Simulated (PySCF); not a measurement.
AgF, SMILES [Ag][F], multiplicity 1. Atoms are numbered in the order given.

```xyz
2

Ag     0.0000     0.0000    -0.3217
F      0.0000     0.0000     1.6798
```
Charge 0, spin multiplicity 1.

The structure is a stationary point at B3LYP-D3(BJ)/def2-TZVPD. The spin state was assumed, not searched. The def2 effective core potentials stand for the cores of Ag; spin–orbit coupling is left out.

All values below come from TDDFT-PBE/def2-TZVPD (PySCF 2.14.0).

Vertical excitations; the highest root listed may be one member of a degenerate set. The molecule is in vacuum. State labels are in the subgroup C2v.

Computed lowest excited states:
```csv
state,symmetry,energy (eV),λ (nm),f,main pairs
S1,B2,2.52,492,0.006,HOMO→LUMO (degenerate set)
S2,B1,2.52,492,0.006,HOMO−1→LUMO (degenerate set)
S3,A1,3.09,402,0.021,HOMO−2→LUMO 98 %
S4,A2,4.10,302,0.000,HOMO−3→LUMO (degenerate set)
S5,A1,4.10,302,0.000,HOMO−4→LUMO (degenerate set)
S6,B2,4.63,268,0.002,HOMO−5→LUMO (degenerate set)
S7,B1,4.63,268,0.002,HOMO−6→LUMO (degenerate set)
S8,A1,5.89,210,0.019,"HOMO−7→LUMO 56 %, HOMO→LUMO+2 22 %, HOMO−1→LUMO+1 22 %"
S9,A2,5.99,207,0.000,"HOMO→LUMO+1 50 %, HOMO−1→LUMO+2 50 %"
S10,A2,6.00,207,0.000,"HOMO−1→LUMO+2 50 %, HOMO→LUMO+1 50 %"
T1,A1,2.13,582,0,HOMO−2→LUMO 100 %
T2,B2,2.14,580,0,HOMO→LUMO (degenerate set)
T3,B1,2.14,580,0,HOMO−1→LUMO (degenerate set)
T4,A2,3.77,329,0,HOMO−3→LUMO 100 %
```
Triplets are in the Tamm–Dancoff approximation, which puts them higher than full response would, so one can lie above its singlet here.
